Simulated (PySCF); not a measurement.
S+ (sulfur, charge +1) across methods

[Ne] 3s2 3p3, high-spin 4S determinant. Computed with PySCF 2.14 in aug-cc-pV(T+d)Z with one added diffuse shell each of s, p, d, f type (7s6p5d3f, 71 functions), with the non-relativistic Hamiltonian (point nucleus).

```tsv
method	E (hartree)	mean ε 3s α (eV)	mean ε 3s β (eV)	mean ε 3p α (eV)	Σ⟨r²⟩ (bohr²)	⟨S²⟩
M06-L	-397.7370	-29.670	-25.210	-18.192	20.27	3.752
HSE06	-397.6159	-30.909	-26.237	-19.075	20.62	3.750
BLYP	-397.7398	-28.372	-25.401	-17.589	20.70	3.751
r2SCAN	-397.7089	-29.840	-25.236	-18.468	20.60	3.750
wB97M-V	-397.7165	-33.522	-29.475	-21.477	20.81	3.750
UHF	-397.17037	-38.433	-29.062	-23.463	20.77	3.751
PBE0	-397.5983	-31.340	-26.616	-19.497	20.62	3.750
PBE	-397.5615	-28.709	-25.269	-17.929	20.67	3.750
LDA	-396.3452	-28.590	-25.516	-17.890	20.72	3.750
```
